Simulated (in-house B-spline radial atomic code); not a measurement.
Checks on a self-consistent run for Rb VII (Rb6+), [Ar] (3d3/2)4 (3d5/2)5 4s2 4p2. Level of theory: Dirac-Hartree-Fock, average of the jj configuration, Fermi nucleus of rms radius 4.2036 fm; calculated with a B-spline radial code for spherical atoms.

```csv
orbital,q,ε (Eh),<1/r>,<r²>,small-component weight
1s1/2,2,-566.28175,37.8806,0.00218603,0.018064
2s1/2,2,-81.64511,8.53502,0.036988,0.0036382
2p1/2,2,-74.17974,8.46677,0.0284635,0.0036037
2p3/2,4,-71.89209,8.16237,0.0298262,0.0035142
3s1/2,2,-16.40908,2.8676,0.288409,0.00092548
3p1/2,2,-13.68633,2.75154,0.294486,0.00086979
3p3/2,4,-13.24812,2.67748,0.305796,0.00084454
3d3/2,4,-8.56971,2.46466,0.305239,0.00073473
3d5/2,5,-8.49450,2.44547,0.309353,0.00072752
4s1/2,2,-4.45892,1.04009,1.85265,0.00020071
4p1/2,0.66667,-3.76732,0.959024,2.14881,0.00017833
4p3/2,1.3333,-3.70998,0.942521,2.20929,0.00017464
```

Electron-electron repulsion V_ee = 1027.8071 hartree.

(1) What total energy follows from the eigenvalues?

(2) Does the Dirac virial theorem hold?

(3) What diamagnetic shielding (Lamb formula) and susceptibility (Langevin formula) do the radii give?

## Answers

(1) The eigenvalues count the repulsion twice, so E = Σqε - V_ee = -1938.092 - 1027.807 = -2965.899 hartree; the run printed -2965.899.

(2) For a point nucleus E = -2c²Σq·w, with w the small-component weight. Here Σq·w = 0.078968 and c = 137.0360, so the ratio E/(-2c²Σq·w) is 1.000018; the finite nucleus accounts for the departure from 1.

(3) σ = (α²/3)Σq<1/r> = 190.425/(3·137.036²) = 3380.1 ppm, and χ = -0.79199×10⁻⁶·Σq<r²> = -10.69×10⁻⁶ cm³/mol with Σq<r²> = 13.495 bohr². Both are non-relativistic formulas without the paramagnetism of open shells.
